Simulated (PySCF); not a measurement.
GeH4S2, SMILES [SH][GeH2][SH]. Coordinates come from a B3LYP-D3(BJ)/def2-SVP optimisation. The values are those of a single conformer.

Method: B3LYP-D3(BJ)/def2-SVP in PySCF 2.14.0.

Harmonic wavenumbers (cm⁻¹): 112, 180, 217, 381, 403, 438, 604, 705, 796, 810, 856, 2131, 2143, 2672, 2673. Rotational constants (GHz): 7.509, 2.176, 1.755; symmetry number 2.

### Question
Work out the zero-point energy and the ideal-gas rigid-rotor harmonic-oscillator thermochemistry at 298.15 K and 1 atm.

### Answer
ZPE = ½ Σ hcν = ½ × 15123 cm⁻¹ = 90.45 kJ/mol. H − E(el) = 108.86 kJ/mol. Entropy in J/(mol K): translation 170.45, rotation 106.45, vibration 48.87, total 325.76. G − E(el) = 11.74 kJ/mol. Cp = 90.55 J/(mol K). Modes under 150 cm⁻¹ make the vibrational entropy uncertain.
